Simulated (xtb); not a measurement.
mesitylene (C$_{9}$H$_{12}$), singlet, geometry from GFN2-xTB; xtb with GFN2-xTB.

The xtb input:
```
$ xtb mol.xyz --gfn 2 --chrg 0 --uhf 0 --json

# file mol.xyz
21

C     -2.43977067    -1.55518866    -0.09872202
C     -1.17708094    -0.74857989    -0.03460150
C     -1.22028180     0.63706331    -0.09221986
C     -0.05733351     1.39342561    -0.05578182
C     -0.12133910     2.89132726    -0.09203453
C      1.16335745     0.74088573     0.04109994
C      1.23408869    -0.64376726     0.10028694
C      2.56139362    -1.33719340     0.18111157
C      0.05665165    -1.37684850     0.06069939
H     -2.33594721    -2.48355683     0.45850631
H     -3.28028452    -0.99393173     0.30309087
H     -2.66752655    -1.80829222    -1.13496674
H     -2.17658974     1.13653249    -0.16531012
H     -0.21466574     3.28448071     0.92109888
H     -0.98249537     3.22945622    -0.66408556
H      0.78140926     3.30815393    -0.53277160
H      2.07519379     1.32131061     0.07255664
H      3.29708597    -0.71106919     0.68081977
H      2.47529639    -2.27892706     0.71853165
H      2.92943154    -1.55453573    -0.82240369
H      0.10097980    -2.45636624     0.10590487
```

**Question.** Write the output that xtb gives for this input, abridged.

**Answer.** 
```
   ID    Z sym.   atoms
    1    6 C      1-9
    2    1 H      10-21

           -------------------------------------------------
          |                Calculation Setup                |
           -------------------------------------------------

           -------------------------------------------------
          |                 G F N 2 - x T B                 |
           -------------------------------------------------

          ...................................................
          :                      SETUP                      :
          :.................................................:
          :  # basis functions                  48          :
          :  # atomic orbitals                  48          :
          :  # shells                           30          :
          :  # electrons                        48          :
          :  max. iterations                   250          :
          :  Hamiltonian                  GFN2-xTB          :
          :  restarted?                      false          :
          :  GBSA solvation                  false          :
          :  PC potential                    false          :
          :  electronic temp.          300.0000000     K    :
          :  accuracy                    1.0000000          :
          :  -> integral cutoff          0.2500000E+02      :
          :  -> integral neglect         0.1000000E-07      :
          :  -> SCF convergence          0.1000000E-05 Eh   :
          :  -> wf. convergence          0.1000000E-03 e    :
          :  Broyden damping             0.4000000          :
          :  net charge                          0          :
          :  unpaired electrons                  0          :
          ...................................................

 iter      E             dE          RMSdq      gap      omega  full diag
   1    -25.8232528 -0.258233E+02  0.359E+00    4.77       0.0  T
   2    -25.8495545 -0.263017E-01  0.213E+00    4.72       1.0  T
   3    -25.8463017  0.325278E-02  0.100E+00    4.73       1.0  T
   4    -25.8528910 -0.658934E-02  0.279E-01    4.69       1.0  T
   5    -25.8533674 -0.476375E-03  0.491E-02    4.70       1.0  T
   6    -25.8533701 -0.270751E-05  0.258E-02    4.70       1.0  T
   7    -25.8533705 -0.379712E-06  0.170E-03    4.70      12.8  T
   8    -25.8533705 -0.162116E-07  0.647E-04    4.70      33.7  T
   9    -25.8533705 -0.432963E-08  0.289E-04    4.70      75.6  T

[...]
         :: total energy             -25.391630336323 Eh    ::
[...]
     2   6 C    3.989 --     3 C    1.415     9 C    1.414     1 C    1.023
                             6 C    0.105
     3   6 C    3.990 --     2 C    1.415     4 C    1.414    13 H    0.968
                             7 C    0.105
     4   6 C    3.989 --     6 C    1.415     3 C    1.414     5 C    1.023
                             9 C    0.105
     5   6 C    3.996 --     4 C    1.023    16 H    0.983    15 H    0.982
                            14 H    0.969
     6   6 C    3.990 --     4 C    1.415     7 C    1.414    17 H    0.968
                             2 C    0.105
     7   6 C    3.989 --     9 C    1.415     6 C    1.414     8 C    1.023
                             3 C    0.105
     8   6 C    3.996 --     7 C    1.023    18 H    0.983    19 H    0.982
                            20 H    0.969
     9   6 C    3.990 --     7 C    1.415     2 C    1.414    21 H    0.968
                             4 C    0.105
    10   1 H    0.998 --     1 C    0.982
    11   1 H    0.998 --     1 C    0.983
    12   1 H    0.998 --     1 C    0.969
    13   1 H    0.999 --     3 C    0.968
    14   1 H    0.998 --     5 C    0.969
    15   1 H    0.998 --     5 C    0.982
    16   1 H    0.998 --     5 C    0.983
    17   1 H    0.999 --     6 C    0.968
    18   1 H    0.998 --     8 C    0.983
    19   1 H    0.998 --     8 C    0.982
    20   1 H    0.998 --     8 C    0.969
    21   1 H    0.999 --     9 C    0.968
 ---------------------------------------------------------------------------

Topologies differ in total number of bonds
Writing topology from bond orders to xtbtopo.mol

molecular dipole:
                 x           y           z       tot (Debye)
 q only:        0.000      -0.002      -0.012
   full:        0.001      -0.003      -0.022       0.057
molecular quadrupole (traceless):
                xx          xy          yy          xz          yz          zz
 q only:        1.139      -0.011       1.183       0.191       0.083      -2.322
  q+dip:        2.665      -0.015       2.748       0.450       0.076      -5.414
   full:        1.619      -0.021       1.693       0.268       0.189      -3.312

           -------------------------------------------------
          | TOTAL ENERGY              -25.391630336323 Eh   |
          | GRADIENT NORM               0.000060090137 Eh/α |
          | HOMO-LUMO GAP               4.701291350720 eV   |
           -------------------------------------------------

normal termination of xtb
```
